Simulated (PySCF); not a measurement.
C₆ coefficients of unlike pairs at PBE

Calculated with PySCF 2.14 from the dipole response of each species, C₆(A,B) = (3/π) ∫ α_A(iu) α_B(iu) du, in atomic units, from isotropic polarisabilities. For ions this is the dispersion term alone; charge-induced terms of lower order in 1/R come first.

```tsv
species	configuration	basis	relativity	α (bohr³)	C₆ (like pair)
C⁺	[He] 2s2 2p1 (2P)	aug-cc-pVQZ with one added diffuse shell each of s, p, d, f, g type (7s6p5d4f3g)	none	6.099	14.67
F³⁺	[He] 2s2 2p2 (3P)	aug-cc-pCVQZ-DK (9s8p6d4f2g)	spin-free X2C	0.9374	0.8481
Rh³⁺	[Kr] 4d6 (5D)	aug-cc-pVTZ-DK (9s8p6d3f2g)	spin-free X2C	4.832	22.14
Tl²⁺	[Xe] 4f14 5d10 6s1 (2S)	aug-cc-pwCVTZ-PP with ECP60MDF (8s7p6d4f1g)	core potential	12.13	78.26
```

(1) Estimate C₆ for Rh³⁺ with C⁺.

No spin-orbit coupling is included.

The other pairs:

| pair | C₆ |
| --- | --- |
| Tl²⁺, Rh³⁺ | 40.85 |
| Tl²⁺, F³⁺ | 7.953 |
| F³⁺, C⁺ | 3.203 |
| Rh³⁺, F³⁺ | 4.325 |
| Tl²⁺, C⁺ | 33.07 |

## Answers

(1) The integral gives 16.56. The combination rule 2 C_A C_B / (C_A α_B/α_A + C_B α_A/α_B) gives 16.41 and the geometric mean 18.02.
